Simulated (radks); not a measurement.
The numbers below are computed, except where a source is named.
The neodymium ion Nd2+ inside a hard spherical wall (all orbitals vanish at R), configuration held at [Xe] 4f4 and not refilled when levels cross. Level of theory: scalar-relativistic Kohn-Sham, r2SCAN, spin-polarised, spherical densities, finite nucleus; open shells are filled with parallel spins first (spin-orbit coupling, left out, can overturn this in heavy ions); meta-GGA in the generalised Kohn-Sham scheme; Fermi nuclear charge, rms radius 4.9123 fm (a radial shooting solver on a logarithmic mesh with Libxc functionals). Eigenvalues in eV for spin up, with the zero of energy where the potential of the charges vanishes at infinity; a dash marks a level that is unbound or too diffuse for the functional's potential to be trusted. A positive occupied level is held by the wall or, in an anion where self-interaction has pushed it up, behind a barrier. The pressure on the wall is -dE/dV.

R (bohr),E (hartree),kinetic (hartree),e(4d),e(5s),e(5p),e(4f),"e(5d, empty)","e(6s, empty)",pressure (GPa)
free,-9624.0592,10242.593,-132.85,-55.346,-36.231,-15.259,-13.360,-12.590,0
20,-9624.0592,10242.593,-132.85,-55.346,-36.231,-15.259,-13.360,-12.590,< 0.0001
8,-9624.0591,10242.593,-132.85,-55.344,-36.230,-15.257,-13.351,-12.510,0.000990
7,-9624.0591,10242.594,-132.84,-55.339,-36.225,-15.249,-13.318,-12.301,0.00885
5,-9624.0527,10242.660,-132.57,-55.152,-36.047,-14.997,-12.625,-9.338,1.41
4,-9623.9885,10243.206,-131.26,-54.211,-35.054,-13.755,-10.249,-1.510,25.2
2.5,-9621.1919,10257.974,-112.99,-38.414,-15.887,4.000,19.701,76.878,2720
2,-9613.5746,10289.153,-89.433,-8.327,20.570,28.798,68.398,191.21,16500
